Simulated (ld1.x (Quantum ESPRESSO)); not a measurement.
# terbium (Tb): excitation energies, all-electron against TM semilocal

- Element: Tb
- Generator: ld1.x (Quantum ESPRESSO) 7.5
- Type: norm-conserving Troullier–Martins (semilocal form)
- Functional: PBEsol
- Relativity: scalar-relativistic
- Frozen core: [Kr] 4d10
- Valence charge: 19
- Reference configuration: 4f9 5s2 5p6 5d0 6s1 6p0 (charge +1)
- Partial waves: 5s (bound): rc 1.55 bohr; 5p (bound): rc 2.60 bohr; 5d (bound, empty): rc 2.05 bohr; 4f (bound): rc 1.45 bohr
- Local potential: the f channel
- Core correction: none

Occupied shells without a wave of their own: 6s. They enter only through the test configuration that unscreens the potential.

Energies are relative to the spin-unpolarised reference configuration 4f9 5s2 5p6 5d0 6s1 6p0; without spin polarisation the order of configurations can differ from experiment.

| valence configuration | charge | ΔE all-electron (eV) | error AE − PS (meV) |
| --- | --- | --- | --- |
| 4f9 5s2 5p6 5d0 6s2 6p0 | 0 | -6.178 | +102 |
| 4f8 5s2 5p6 5d0 6s0 6p0 | +3 | 36.757 | -150 |
| 4f9 5s2 5p6 5d0 6s0 6p1 | +1 | 3.361 | -7684 |
| 4f9 5s2 5p6 5d0.5 6s1.5 6p0 | 0 | -4.955 | +50 |
| 4f8 5s2 5p6 5d0 6s2 6p0 | +1 | 3.922 | +398 |
| 4f9 5s2 5p6 5d1 6s0 6p0 | +1 | 1.914 | -127 |

Problem. What are ΔE and the potential's error for 4f9 5s2 5p6 5d0 6s0 6p0?

Solution. ΔE = 11.414 eV all-electron; the error (AE − PS) is -187 meV.

Levels in the configuration 4f9 5s2 5p6 5d0 6s0 6p1:

| level | all-electron (eV) | pseudo (eV) |
| --- | --- | --- |
| 4f | -10.754 | -16.974 |
| 5s | -55.326 | -61.561 |
| 5p | -32.612 | -38.808 |
| 6p | -6.081 | -0.555 |

These tests converged, but a pseudo level misses the all-electron one widely, so the file describes the atom poorly there or has found another state: 4f9 5s2 5p6 5d0 6s0 6p1: 5s by 6.2 eV (a node warning on the way); 4f9 5s2 5p6 5d1 6s0 6p0: empty 6p by 3.3 eV. ld1.x printed “convergence not achieved” for 6 of the counted tests; their residual had stalled under 1e-8, short of the target of 1e-14. The 6s level has no wave, so the channel is fitted at the deeper level alone: the likely source of the large errors.
